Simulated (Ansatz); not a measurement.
# Interaction energy ladder

The pair of H2S (SMILES S, atoms 1–3) and AsH3 (SMILES [AsH3], atoms 4–7), both closed shells, in one local arrangement (a lower one may exist), relaxed at PBE0-D4/def2-TZVP:

S1  (-0.629, -0.287, -2.282)
H2  (-0.463, 1.020, -2.028)
H3  (0.693, -0.487, -2.388)
As4  (0.252, 0.440, 1.323)
H5  (0.836, -0.947, 1.109)
H6  (0.471, 0.367, 2.829)
H7  (-1.161, -0.106, 1.437)
(Å)

Program: Ansatz 0.2.0. Basis: def2-TZVPPD, with def2-QZVPPD for the basis limit. Cores are frozen in the correlated methods. Filled d shells of the heavier atoms are correlated. The def2 sets are not built for correlating such inner shells, so the correlated values are less sure here. B3LYP uses VWN-RPA correlation. Extrapolation: Hartree–Fock as exp(−7.88 √X), correlation as X^−2.97. Interaction energies count from these two fragments, frozen as in the pair, with the counterpoise correction; negative means bound.

**Question.** What is the interaction energy by CCSD(T) at an estimated basis limit (MP2 extrapolated from triple and quadruple zeta, plus CCSD(T) − MP2 in triple zeta)? (An estimate is asked for; the value comes from the calculation.)

**Answer.** The calculation gives: -1.24 kcal/mol. Hartree–Fock alone gives 0.64 kcal/mol at the basis limit, so without correlation the pair would not bind at this distance. It counts from the two fragments frozen as in the pair.

The same quantity by other methods in triple zeta, and each one's difference from that estimate:
| method | E_int (kcal/mol) | difference |
| --- | --- | --- |
| PBE-D4 | -1.65 | -0.42 |
| revPBE-D4 | -1.38 | -0.14 |
| BLYP-D4 | -1.31 | -0.07 |
| r2SCAN-D4 | -1.23 | 0.01 |
| B97M-V | -1.33 | -0.09 |
| PBE0-D4 | -1.53 | -0.29 |
| B3LYP-D4 | -1.39 | -0.16 |
| HSE06-D4 | -1.54 | -0.30 |
| wB97X-V | -1.27 | -0.04 |
| wB97M-V | -1.29 | -0.05 |
| B2PLYP | -0.31 | 0.93 |
| HF | 0.64 | 1.87 |
| MP2 | -1.14 | 0.09 |
| CCSD | -0.64 | 0.60 |
| CCSD(T) | -0.89 | 0.35 |
Differences are method less estimate.

**Question.** Which atoms make the shortest contact between the fragments?

**Answer.** H2 and As4, 3.47 Å apart.

Basis-set superposition shift (counterpoise-corrected less uncorrected): CCSD(T) 0.40; MP2 0.41; HF 0.11; PBE0-D4 0.10; wB97M-V 0.14 kcal/mol.

T1 diagnostic: at most 0.012.

For scale, one of the runs: CCSD(T)/def2-TZVPPD, 190 basis functions, launched by `ansatz run in.yaml --threads 2 --pin off --events-out ev --progress --plain --max-ram 5222MiB`. Hardware: 2 CPU threads of an Arm Neoverse V1, shared host. Wall time 57 s; peak host memory 1.9 GiB.
